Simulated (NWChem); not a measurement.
The numbers come from NWChem runs, not from measurements. System: formamidinium (CH5N2 (+1)), charge 1, spin multiplicity 1, at a geometry optimised with PBE0/def2-SVP. Level: RHF/def2-TZVP.

Job file:

```
start mol
memory heap 200 mb stack 900 mb global 1100 mb
charge 1
geometry units angstroms nocenter noautoz
  N     -1.164244     0.000000     0.173831
  C      0.000000     0.000000    -0.421604
  N      1.164244     0.000000     0.173831
  H     -1.272477     0.000000     1.185512
  H     -2.016683     0.000000    -0.378790
  H      0.000000     0.000000    -1.517460
  H      1.272477     0.000000     1.185512
  H      2.016683     0.000000    -0.378790
  symmetry group C2v
end
basis spherical
  * library def2-tzvp
end
scf
  rhf
  nopen 0
  maxiter 100
  thresh 1e-7
  semidirect memsize 60000000 filesize 0
end
task scf energy
```

Part of the output:

```
             Northwest Computational Chemistry Package (NWChem) 7.3.0
             --------------------------------------------------------

                                NWChem Input Module
                                -------------------

 Scaling coordinates for geometry "geometry" by  1.889725989
 (inverse scale =  0.529177249)

 Turning off AUTOSYM since
 SYMMETRY directive was detected!

                             Geometry "geometry" -> ""
                             -------------------------

 Output coordinates in angstroms (scale by  1.889725989 to convert to a.u.)

  No.       Tag          Charge          X              Y              Z
 ---- ---------------- ---------- -------------- -------------- --------------
    1 N                    7.0000    -1.16424400     0.00000000     0.17383100
    2 C                    6.0000     0.00000000     0.00000000    -0.42160400
    3 N                    7.0000     1.16424400     0.00000000     0.17383100
    4 H                    1.0000    -1.27247700     0.00000000     1.18551200
    5 H                    1.0000    -2.01668300     0.00000000    -0.37879000
    6 H                    1.0000     0.00000000     0.00000000    -1.51746000
    7 H                    1.0000     1.27247700     0.00000000     1.18551200
    8 H                    1.0000     2.01668300     0.00000000    -0.37879000

 Effective nuclear repulsion energy (a.u.)      79.6080644585

            Nuclear Dipole moment (a.u.)
            ----------------------------
        X                 Y               Z
 ---------------- ---------------- ----------------
     0.0000000000     0.0000000000    -0.0000113384

      Symmetry information
      --------------------

 Group name             C2v
 Group number             16
 Group order               4
 No. of unique centers     5

      Symmetry unique atoms

     1    2    4    5    6


 Summary of "ao basis" -> "" (spherical)
 ------------------------------------------------------------------------------
       Tag                 Description            Shells   Functions and Types
 ---------------- ------------------------------  ------  ---------------------
 *                         def2-tzvp                  on all atoms

 Summary of "ao basis" -> "ao basis" (spherical)
 ------------------------------------------------------------------------------
       Tag                 Description            Shells   Functions and Types
 ---------------- ------------------------------  ------  ---------------------
 N                         def2-tzvp                11       31   5s3p2d1f
 C                         def2-tzvp                11       31   5s3p2d1f
 H                         def2-tzvp                 4        6   3s1p

                                 NWChem SCF Module
                                 -----------------

  ao basis        = "ao basis"
  functions       =   123
  atoms           =     8
  closed shells   =    12
  open shells     =     0
  charge          =   1.00
  wavefunction    = RHF
  use symmetry    = T
  symmetry adapt  = T

 Summary of "ao basis" -> "ao basis" (spherical)
 ------------------------------------------------------------------------------
       Tag                 Description            Shells   Functions and Types
 ---------------- ------------------------------  ------  ---------------------
 N                         def2-tzvp                11       31   5s3p2d1f
 C                         def2-tzvp                11       31   5s3p2d1f
[...]
 Nuclear repulsion energy =     79.608064458491

        Time for solution =      1.2s

       Symmetry analysis of molecular orbitals - final
       -----------------------------------------------

  Numbering of irreducible representations:

     1 a1          2 a2          3 b1          4 b2

  Orbital symmetries:

     1 b1          2 a1          3 a1          4 a1          5 b1
     6 a1          7 a1          8 b1          9 b1         10 a1
    11 b2         12 a2         13 b2         14 a1         15 a1
    16 b1         17 b1         18 a1         19 a1         20 b1
    21 b2         22 a1

             Final eigenvalues
             -----------------

              1
    1  -15.8303
    2  -15.8302
    3  -11.5927
    4   -1.5367
    5   -1.4284
    6   -1.1154
    7   -1.0074
    8   -0.9756
    9   -0.8943
   10   -0.8275
   11   -0.7983
   12   -0.6474
   13   -0.0685
   14   -0.0576
   15   -0.0313
   16   -0.0262
   17    0.0364
   18    0.0416
   19    0.0768
   20    0.1175
   21    0.1392
   22    0.2005

                       ROHF Final Molecular Orbital Analysis
                       -------------------------------------

 Vector   10  Occ=2.000000D+00  E=-8.274760D-01  Symmetry=a1
              MO Center=  1.6D-15,  1.4D-17, -3.4D-01, r^2= 2.2D+00
   Bfn.  Coefficient  Atom+Function         Bfn.  Coefficient  Atom+Function
  ----- ------------  ---------------      ----- ------------  ---------------
    39      0.256957  2 C  pz               107     -0.220300  6 H  s
    42      0.207047  2 C  pz                 8     -0.180783  1 N  pz
    70     -0.180783  3 N  pz                11     -0.158617  1 N  pz
    73     -0.158617  3 N  pz

 Vector   11  Occ=2.000000D+00  E=-7.982718D-01  Symmetry=b2
              MO Center=  7.0D-15, -2.4D-17, -2.3D-03, r^2= 1.7D+00
   Bfn.  Coefficient  Atom+Function         Bfn.  Coefficient  Atom+Function
  ----- ------------  ---------------      ----- ------------  ---------------
     7      0.243202  1 N  py                69      0.243202  3 N  py
    10      0.236857  1 N  py                72      0.236857  3 N  py
    38      0.225614  2 C  py                41      0.211212  2 C  py

 Vector   12  Occ=2.000000D+00  E=-6.473876D-01  Symmetry=a2
              MO Center= -7.7D-15,  2.5D-18,  1.5D-01, r^2= 2.2D+00
   Bfn.  Coefficient  Atom+Function         Bfn.  Coefficient  Atom+Function
  ----- ------------  ---------------      ----- ------------  ---------------
     7      0.307558  1 N  py                69     -0.307558  3 N  py
    10      0.300598  1 N  py                72     -0.300598  3 N  py
    13      0.221030  1 N  py                75     -0.221030  3 N  py

 Vector   13  Occ=0.000000D+00  E=-6.848295D-02  Symmetry=b2
              MO Center= -3.5D-16,  3.6D-17, -3.4D-01, r^2= 2.3D+00
   Bfn.  Coefficient  Atom+Function         Bfn.  Coefficient  Atom+Function
  ----- ------------  ---------------      ----- ------------  ---------------
    44      0.826469  2 C  py                13     -0.516555  1 N  py
    75     -0.516555  3 N  py                41      0.389794  2 C  py
    38      0.329041  2 C  py                 7     -0.189635  1 N  py
    69     -0.189635  3 N  py                10     -0.153840  1 N  py
    72     -0.153840  3 N  py

 Vector   14  Occ=0.000000D+00  E=-5.756960D-02  Symmetry=a1
              MO Center=  1.9D-15,  4.0D-17,  4.2D-01, r^2= 7.4D+00
   Bfn.  Coefficient  Atom+Function         Bfn.  Coefficient  Atom+Function
  ----- ------------  ---------------      ----- ------------  ---------------
     5      1.731742  1 N  s                 67      1.731742  3 N  s
    45     -0.930002  2 C  pz               108     -0.931127  6 H  s
    96     -0.828717  4 H  s                114     -0.828717  7 H  s
   102     -0.790106  5 H  s                120     -0.790106  8 H  s
    36     -0.317467  2 C  s                 14      0.286575  1 N  pz

 Vector   15  Occ=0.000000D+00  E=-3.127844D-02  Symmetry=a1
              MO Center=  5.7D-16, -7.5D-18, -2.0D-01, r^2= 7.4D+00
   Bfn.  Coefficient  Atom+Function         Bfn.  Coefficient  Atom+Function
  ----- ------------  ---------------      ----- ------------  ---------------
   108      1.771043  6 H  s                 96     -1.105501  4 H  s
   114     -1.105501  7 H  s                 36     -0.848732  2 C  s
   102      0.690993  5 H  s                120      0.690993  8 H  s
    45      0.682896  2 C  pz                14      0.428514  1 N  pz
    76      0.428514  3 N  pz               107     -0.198690  6 H  s

 center of mass
 --------------
 x =   0.00000000 y =   0.00000000 z =  -0.00395091

 moments of inertia (a.u.)
 ------------------
          30.074985798270           0.000000000000           0.000000000000
           0.000000000000         206.566705759885           0.000000000000
           0.000000000000           0.000000000000         176.491719961615

  Mulliken analysis of the total density
  --------------------------------------

    Atom       Charge   Shell Charges
 -----------   ------   -------------------------------------------------------
    1 N    7     7.46   0.82  1.16  0.50  0.82  0.15  1.55  1.80  0.61  0.01  0.03  0.00
    2 C    6     5.61   0.86  1.12  0.53  0.51  0.06  1.18  1.02  0.14  0.04  0.14  0.02
    3 N    7     7.46   0.82  1.16  0.50  0.82  0.15  1.55  1.80  0.61  0.01  0.03  0.00
    4 H    1     0.68   0.25  0.37  0.03  0.04
    5 H    1     0.66   0.25  0.36  0.02  0.04
    6 H    1     0.78   0.26  0.45  0.04  0.02
    7 H    1     0.68   0.25  0.37  0.03  0.04
    8 H    1     0.66   0.25  0.36  0.02  0.04

       Multipole analysis of the density wrt the origin
       ------------------------------------------------

     L   x y z        total         open         nuclear
     -   - - -        -----         ----         -------
     0   0 0 0      1.000000      0.000000     25.000000

     1   1 0 0     -0.000000      0.000000      0.000000
     1   0 1 0      0.000000      0.000000      0.000000
     1   0 0 1     -0.005941      0.000000     -0.000011

     2   2 0 0     -3.572595      0.000000    108.377921
     2   1 1 0     -0.000000      0.000000      0.000000
     2   1 0 1     -0.000000      0.000000      0.000000
     2   0 2 0    -14.422307      0.000000      0.000000
     2   0 1 1     -0.000000      0.000000      0.000000
     2   0 0 2     -7.434926      0.000000     24.604871

 Task  times  cpu:        2.1s     wall:        2.1s

 Total times  cpu:        2.1s     wall:        2.1s
```
